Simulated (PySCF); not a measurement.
N-methyl-N-silylmethanamine (C2H9NSi), SMILES CN(C)[SiH3].

The structure is a stationary point at B3LYP-D3(BJ)/def2-SVP.

The numbers are results of PBE0/def2-TZVP (PySCF), not measurements.

Symmetry labels are those of the subgroup Cs that the program uses (full group Cs).

Computed valence orbital energies around the gap with their symmetry:
```
orbital  symmetry  energy (eV)
-------  --------  -----------
HOMO−7         A'       -12.69
HOMO−6         A'       -12.54
HOMO−5         A"       -10.93
HOMO−4         A"       -10.47
HOMO−3         A'        -9.88
HOMO−2         A'        -9.48
HOMO−1         A"        -9.47
HOMO           A'        -6.36
LUMO           A'         0.53
LUMO+1         A"         1.50
LUMO+2         A'         1.50
LUMO+3         A'         1.97
```
